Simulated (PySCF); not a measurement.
## Spinor energies of Ca²⁺ (calcium, charge +2)

Start: [Ar]. Calculated with PySCF 2.14 in x2c-TZVPall-2c (6s7p3d, 42 functions): generalised Hartree-Fock with the X2C-1e Hamiltonian and a Gaussian nucleus; one run each with spin-orbit coupling (SO) switched off, then screened by Boettger's factors.

```tsv
spinor shell	electrons	ε, spin-free (eV)	ε, screened SO (eV)	weight of nominal j (screened SO)	rms radius, screened SO (bohr)
1s1/2	2	-4099.7	-4099.7	1.000	0.0888
2s1/2	2	-476.47	-476.46	1.000	0.393
2p1/2	2	-386.01	-388.58	1.000	0.360
2p3/2	4	-386.01	-384.74	1.000	0.363
3s1/2	2	-76.090	-76.090	1.000	1.24
3p1/2	2	-51.073	-51.360	1.000	1.36
3p3/2	4	-51.073	-50.930	1.000	1.37
```

| quantity | spin-free | screened SO |
| --- | --- | --- |
| E (hartree) | -679.01207 | -679.01543 |
| M_J | 0 | 0 |
| ⟨J²⟩ | 0.000 | 0.000 |
| ⟨L²⟩ | 0.000 | 0.000 |
| ⟨S²⟩ | 0.000 | 0.000 |

Without spin-orbit coupling the j labels of p, d and f shells carry no meaning; the spin-free column gives the mean over the occupied spinors of each nl shell.
